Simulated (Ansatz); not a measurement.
Consider the cleavage of the Al–B bond: `C[SiH2][B](N)[AlH2]` + `C[SeH]` → `C[Se][AlH2]` + `C[SiH2]BN`.

Gas-phase electronic energies from Ansatz, PBE0-D4/def2-TZVP geometries. CBS: MP2 limit from def2 TZ/QZ plus the TZ coupled-cluster correction, frozen cores. For Se outer-core shells are correlated without core-valence functions, which leaves a few kJ/mol of doubt a bond. Scalar relativity is left out up to krypton. One conformer a species, not always the lowest.

```tsv
species	SCS-MP2/def2-QZVPP energy (Eh)
`C[SiH2][B](N)[AlH2]`	-653.96194
`C[SeH]`	-2440.82791
`C[Se][AlH2]`	-2683.46084
`C[SiH2]BN`	-411.39004
```

Work out ΔE.

ΔE = (-2683.46084) + (-411.39004) − (-653.96194) − (-2440.82791) = -0.06103 Eh = -38.3 kcal/mol. CCSD(T)/CBS gives -37.3 kcal/mol.

Largest T1 diagnostic among the species: 0.013.

From PBE to PBE0 (25 % exact exchange), in def2-TZVPP and without D4, ΔE moves by −1.0 kcal/mol. In def2-TZVPP, CCSD(T) changes the Hartree–Fock value by +3.2 kcal/mol (the triples alone add +0.2 kcal/mol) and MP2 by +0.9 kcal/mol.
